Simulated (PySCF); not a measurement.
Au(CO) (CAuO), SMILES [O+]#[C-]->[Au+], charge +1, multiplicity 1. Geometry: TPSSh-D3(BJ)/def2-TZVP. The spin state was assumed, not searched. The isomer is the one that the SMILES or the coordinates give; other isomers of the formula were not compared. The def2 effective core potentials stand for the cores of Au; spin–orbit coupling is left out.

Level of theory: PySCF with TPSSh-D3(BJ)/def2-TZVP.

Harmonic wavenumbers (cm⁻¹): 317, 317, 407, 2269. Rotational constants (GHz): 2.975 (linear); symmetry number 1.

Question: Work out the zero-point energy and the ideal-gas rigid-rotor harmonic-oscillator thermochemistry at 298.15 K and 1 atm.

Answer: ZPE = ½ Σ hcν = ½ × 3309 cm⁻¹ = 4.73 kcal/mol. H − E(el) = 7.50 kcal/mol. Entropy in cal/(mol K): translation 42.13, rotation 17.18, vibration 3.59, total 62.91. G − E(el) = -11.26 kcal/mol. Cp = 11.70 cal/(mol K).
